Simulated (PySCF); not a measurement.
Two species compared at the same levels of theory.

First species: C8H17P.
Bonds: C1–C2 (double), C2–C3, C2–P4, P4–C5, C5–C6, P4–C7, C7–C8, C7–C9. Hydrogens: H10, H11 on C1; H12, H13, H14 on C3; H15, H16 on C5; H17, H18, H19 on C6; H20 on C7; H21, H22, H23 on C8; H24, H25, H26 on C9.

Second species: C₈H₁₄.
SMILES with atom numbers: `[CH2:1]=[C:2]1[CH2:3][CH2:4][CH2:5][C@H:6]([CH3:7])[CH2:8]1` (hydrogens: H9, H10 on C1; H11, H12 on C3; H13, H14 on C4; H15, H16 on C5; H17 on C6; H18, H19, H20 on C7; H21, H22 on C8)

Geometry (GFN2-xTB, Å), atoms numbered from 1 in this order:
```
atom  x, y, z in Å
C1    -2.0139    1.7205   -0.6158
C2    -1.1888    0.9234    0.0415
C3    -1.6440   -0.3037    0.7748
C4    -0.9222   -1.5331    0.2168
C5     0.5898   -1.3437    0.2850
C6     1.0193   -0.0969   -0.4884
C7     2.5321    0.0915   -0.4316
C8     0.2957    1.1308    0.0804
H9    -1.6640    2.5880   -1.1503
H10   -3.0765    1.5447   -0.6395
H11   -2.7243   -0.4259    0.6820
H12   -1.4029   -0.2012    1.8371
H13   -1.2230   -1.6807   -0.8233
H14   -1.2134   -2.4221    0.7806
H15    0.8979   -1.2433    1.3290
H16    1.0905   -2.2230   -0.1268
H17    0.7188   -0.2167   -1.5359
H18    2.8632    0.2114    0.5982
H19    3.0397   -0.7720   -0.8562
H20    2.8306    0.9748   -0.9921
H21    0.6136    1.2743    1.1176
H22    0.5716    2.0224   -0.4848
```

Levels: PBE0/pcSseg-1 for HOMO energy, LUMO energy and HOMO–LUMO gap. Geometries: GFN2-xTB. Each species is one conformer at its optimised geometry, gas phase, non-relativistic unless stated. Electronic properties by PySCF.

Dipoles, sizes and rotational constants follow the conformer. The torsions of the flexible species, by atom-mapped SMILES:
- `[CH2:1]=[C:2]([CH3:3])[P:4]([CH2:5][CH3:6])[CH:7]([CH3:8])[CH3:9]`: C1–C2–P4–C5 133°, C2–P4–C5–C6 -68°, C2–P4–C7–C8 63°

The conformers of `C=C1CCC[C@H](C)C1` aren't listed.

Values for the first species:

* HOMO energy: -6.49 eV
* LUMO energy: 0.04 eV
* HOMO–LUMO gap: 6.53 eV

**Question.** Estimate the same properties for the second species, and the change in each.

**Answer.** 
```tsv
property	first	second	second less first
HOMO energy	-6.49 eV	-6.99 eV	-0.50 eV
LUMO energy	0.04 eV	0.58 eV	+0.54 eV
HOMO–LUMO gap	6.53 eV	7.57 eV	+1.04 eV
```

